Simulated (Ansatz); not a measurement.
Born–Oppenheimer molecular dynamics of a periodic cell of 17 atoms, AlSi16 (host Si, host structure diamond, interstitial Al). It starts from a relaxed structure.

These are results of DFT PBE, scalar-relativistic, plane waves, PAW (Ansatz), not measurements. Settings: PAW set soft_1, cutoff 420 eV, k mesh 2x2x2, fermi-dirac smearing 0.02 eV, spin collinear.

```
ensemble        : NVT, Nosé–Hoover chain
time step       : 2 fs
steps asked     : 150
set temperature : 900 K
thermostat      : time constant 100 fs, chain length 1
seed            : 621933
```

First frame:

```xyz
17
Lattice="0.0000 5.4300 5.4300 5.4300 0.0000 5.4300 5.4300 5.4300 0.0000" Properties=species:S:1:pos:R:3
Si -0.049 -0.045 0.050
Si 1.357 1.360 1.374
Si 2.763 2.766 0.050
Si 4.072 4.076 1.360
Si 2.728 -0.012 2.702
Si 4.057 1.359 4.074
Si 5.381 2.765 2.669
Si 6.787 4.090 4.074
Si -0.015 2.731 2.702
Si 1.356 4.060 4.074
Si 2.761 5.386 2.670
Si 4.087 6.790 4.075
Si 2.728 2.731 5.446
Si 4.072 4.075 6.789
Si 5.415 5.418 5.446
Si 6.786 6.790 6.774
Al 6.786 6.791 9.505
```

**Question.** What does the run give?

**Answer.** The run went to its last step.

```yaml
steps_done: 150
time_covered: 300 fs
mean_temperature_over_the_second_half: 1226 K
spread_of_the_potential_energy_over_the_second_half: 43.6 meV per atom
mean_potential_energy_of_the_second_half_above_the_start: 143.1 meV per atom
```

The conserved energy stayed within 1.1 meV per atom of its start (net change 0.79 meV per atom), so the integration is sound. The mean temperature of the second half is 36 % above the set value. A run of 0.3 ps of so small a system gives no equilibrium averages. Limits of this set-up: coarse k mesh, a small cell, in which the defect meets its images.

**Question.** What happens to the structure?

**Answer.** Mean squared displacements from the first frame to the last, about the centre of mass: Si 0.36 Å², Al 1.73 Å². The details hang on the random start.

**Question.** How do temperature and energy run in time?

**Answer.** 
```json
{"time (fs)": "0", "T (K)": "900", "potential energy less start (eV)": "0.000", "conserved less start (meV/atom)": "0.00"}
{"time (fs)": "10", "T (K)": "600", "potential energy less start (eV)": "0.627", "conserved less start (meV/atom)": "0.25"}
{"time (fs)": "20", "T (K)": "330", "potential energy less start (eV)": "1.193", "conserved less start (meV/atom)": "0.42"}
{"time (fs)": "30", "T (K)": "536", "potential energy less start (eV)": "0.778", "conserved less start (meV/atom)": "0.18"}
{"time (fs)": "40", "T (K)": "621", "potential energy less start (eV)": "0.638", "conserved less start (meV/atom)": "0.13"}
{"time (fs)": "50", "T (K)": "419", "potential energy less start (eV)": "1.094", "conserved less start (meV/atom)": "0.31"}
{"time (fs)": "60", "T (K)": "336", "potential energy less start (eV)": "1.299", "conserved less start (meV/atom)": "0.27"}
{"time (fs)": "70", "T (K)": "325", "potential energy less start (eV)": "1.359", "conserved less start (meV/atom)": "0.25"}
{"time (fs)": "80", "T (K)": "304", "potential energy less start (eV)": "1.450", "conserved less start (meV/atom)": "0.30"}
{"time (fs)": "90", "T (K)": "389", "potential energy less start (eV)": "1.331", "conserved less start (meV/atom)": "0.31"}
{"time (fs)": "100", "T (K)": "540", "potential energy less start (eV)": "1.109", "conserved less start (meV/atom)": "0.18"}
{"time (fs)": "110", "T (K)": "432", "potential energy less start (eV)": "1.441", "conserved less start (meV/atom)": "0.34"}
{"time (fs)": "120", "T (K)": "374", "potential energy less start (eV)": "1.652", "conserved less start (meV/atom)": "0.42"}
{"time (fs)": "130", "T (K)": "605", "potential energy less start (eV)": "1.293", "conserved less start (meV/atom)": "0.29"}
{"time (fs)": "140", "T (K)": "789", "potential energy less start (eV)": "1.105", "conserved less start (meV/atom)": "0.29"}
{"time (fs)": "150", "T (K)": "791", "potential energy less start (eV)": "1.324", "conserved less start (meV/atom)": "0.34"}
{"time (fs)": "160", "T (K)": "688", "potential energy less start (eV)": "1.748", "conserved less start (meV/atom)": "0.47"}
{"time (fs)": "170", "T (K)": "807", "potential energy less start (eV)": "1.707", "conserved less start (meV/atom)": "0.48"}
{"time (fs)": "180", "T (K)": "1103", "potential energy less start (eV)": "1.379", "conserved less start (meV/atom)": "0.31"}
{"time (fs)": "190", "T (K)": "1078", "potential energy less start (eV)": "1.750", "conserved less start (meV/atom)": "0.56"}
{"time (fs)": "200", "T (K)": "1093", "potential energy less start (eV)": "2.018", "conserved less start (meV/atom)": "0.52"}
{"time (fs)": "210", "T (K)": "1090", "potential energy less start (eV)": "2.318", "conserved less start (meV/atom)": "0.64"}
{"time (fs)": "220", "T (K)": "1205", "potential energy less start (eV)": "2.374", "conserved less start (meV/atom)": "0.64"}
{"time (fs)": "230", "T (K)": "1354", "potential energy less start (eV)": "2.382", "conserved less start (meV/atom)": "0.52"}
{"time (fs)": "240", "T (K)": "1285", "potential energy less start (eV)": "2.827", "conserved less start (meV/atom)": "0.84"}
{"time (fs)": "250", "T (K)": "1563", "potential energy less start (eV)": "2.534", "conserved less start (meV/atom)": "0.53"}
{"time (fs)": "260", "T (K)": "1667", "potential energy less start (eV)": "2.612", "conserved less start (meV/atom)": "0.76"}
{"time (fs)": "270", "T (K)": "1688", "potential energy less start (eV)": "2.804", "conserved less start (meV/atom)": "0.67"}
{"time (fs)": "280", "T (K)": "1496", "potential energy less start (eV)": "3.375", "conserved less start (meV/atom)": "0.78"}
{"time (fs)": "290", "T (K)": "1229", "potential energy less start (eV)": "4.037", "conserved less start (meV/atom)": "1.04"}
{"time (fs)": "300", "T (K)": "1411", "potential energy less start (eV)": "3.737", "conserved less start (meV/atom)": "0.79"}
```

Run time: 15 min on 1 thread of Arm Neoverse V2, on a shared host, peak memory 0.62 GiB.
